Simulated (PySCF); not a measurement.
**Calcium: a sound run and one with changed settings**

Sound run: Ca [Ar] 4s2, Ca⁺ [Ar] 4s1. Calculation: PySCF 2.14, in 6-31G* (5s4p3d, 32 functions); no relativity, point nucleus. The sound run starts from symmetry-adapted Hartree-Fock orbitals and uses a fine grid where one is needed.

Changed run: 6 angular points. This setting is unsound on purpose.

| species | method | sound run (hartree) | changed run (hartree) | converged |
| --- | --- | --- | --- | --- |
| Ca | UHF | -676.70792 | -676.70792 | yes |
| Ca | PBE | -677.28841 | -677.28841 | yes |
| Ca | B3LYP | -677.53624 | -677.53624 | yes |
| Ca⁺ | UHF | -676.51948 | -676.51948 | yes |
| Ca⁺ | PBE | -677.06384 | -677.06384 | yes |
| Ca⁺ | B3LYP | -677.30916 | -677.30916 | yes |

Ionisation energy of Ca:

```tsv
method	sound run (eV)	changed run (eV)
UHF	5.128	5.128
PBE	6.111	6.111
B3LYP	6.179	6.179
```

Here the setting changes nothing at the digits shown.

For comparison, NIST gives 6.113 eV between the lowest levels.
